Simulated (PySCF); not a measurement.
Species: C₅H₇O₂S (doublet state).
Z-matrix (Å and degrees, GFN2-xTB geometry), rows numbered from 1:
```
C 
O   1  1.3373
C   2  1.2981  1  121.41
C   3  1.3263  2  150.63  1  -173.84
S   4  1.7706  3  148.55  2   -33.47
C   5  1.8603  4   94.23  3   138.24
O   5  1.4585  4  106.69  3    30.01
C   3  1.4956  2  144.52  1     0.52
H   1  1.0689  2  115.20  3  -179.88
H   1  1.0739  2  120.88  3    -1.39
H   6  1.0853  5  107.72  4   179.69
H   6  1.0836  5  108.26  4    60.15
H   6  1.0840  5  108.84  4   -60.86
H   8  1.0853  3  118.99  4  -107.44
H   8  1.0852  3  120.46  4   104.16
```

The hyperfine couplings belong to this conformer and change with its torsions.

The species is `[CH2]OC1=C([S@](C)=O)C1` [radical].

Theory: PySCF 2.14.0, UKS B3LYP, pcH-1 on C H O S, non-relativistic, mean-field spin-orbit, GIAO. The structure is a single GFN2-xTB conformer in the gas phase; no vibrational or solvent corrections. The geometry wasn't refined by DFT: couplings that depend on bond lengths, twists or pyramidal angles can differ widely from those at the functional's own minimum. No stability test was run, so a lower SCF solution isn't excluded.

Principal values of hyperfine tensors in MHz (contact, dipolar and spin–orbit terms together), for some of the nuclei:

| atom | isotope | A1 | A2 | A3 |
| --- | --- | --- | --- | --- |
| C1 | 13C | 5.24 | 7.95 | 241.13 |
| H9 | 1H | -102.04 | -64.91 | -27.33 |
| H10 | 1H | -100.76 | -63.86 | -26.50 |
| C6 | 13C | 13.23 | 13.39 | 16.23 |
| C3 | 13C | -21.70 | -9.83 | -3.78 |
| O2 | 17O | -55.79 | 9.21 | 11.76 |
| H15 | 1H | 0.89 | 2.33 | 4.72 |
| S5 | 33S | 0.71 | 1.69 | 3.94 |

Question: Give the isotropic coupling of each nucleus in MHz and in mT (g = 2.0029), and the anisotropic part.

Answer: a_iso = (A1 + A2 + A3)/3, Ti = Ai − a_iso; 1 mT corresponds to 28.033 MHz.

```
atom  a_iso (MHz)  a_iso (mT)      T1      T2      T3
  C1        84.77       3.024  -79.54  -76.82  156.35
  H9       -64.76      -2.310  -37.28   -0.15   37.43
 H10       -63.71      -2.273  -37.05   -0.15   37.21
  C6        14.28       0.510   -1.05   -0.89    1.94
  C3       -11.77      -0.420   -9.93    1.94    7.99
  O2       -11.61      -0.414  -44.18   20.81   23.37
 H15         2.65       0.094   -1.75   -0.32    2.07
  S5         2.11       0.075   -1.40   -0.43    1.83
```

Question: What spin density at the nucleus of C1 lies behind its contact coupling (g_N = 1.40482)?

Answer: a_FC = 800.24 MHz bohr³ × g_N × ρ(0)/(2S). With a_FC = 84.82 MHz and 2S = 1, ρ(0) = 0.07545 bohr⁻³.

Question: C4 (13C, g_N = 1.40482) isn't in the table. Its spin density at the nucleus is 0.01833 bohr⁻³. What is its contact coupling?

Answer: By the same relation, a_FC = 20.6 MHz. Its full tensor has the principal values 9.15, 9.80, 42.85 MHz.

Question: Name the largest traceless tensor T of the table and describe it.

Answer: C1: -79.5, -76.8, 156.4 MHz (the dipolar term alone has -79.4, -76.9, 156.3), axial, in the ratio −1:−1:+2, the form that spin in one p orbital centred on that nucleus gives.

Question: What first-order splitting does C1 cause when the field lies along A1, A2 or A3 of its tensor (g taken as isotropic, no quadrupole term)?

Answer: 2 lines (I = 1/2), spaced by |A_i|/(g × 13.996): 0.19, 0.28, 8.60 mT along the axes of A1, A2 and A3.

On AMD EPYC 9R45, one thread, shared host, this took 47 s (grids of density and orbitals included) and 0.97 GiB of memory at its peak.
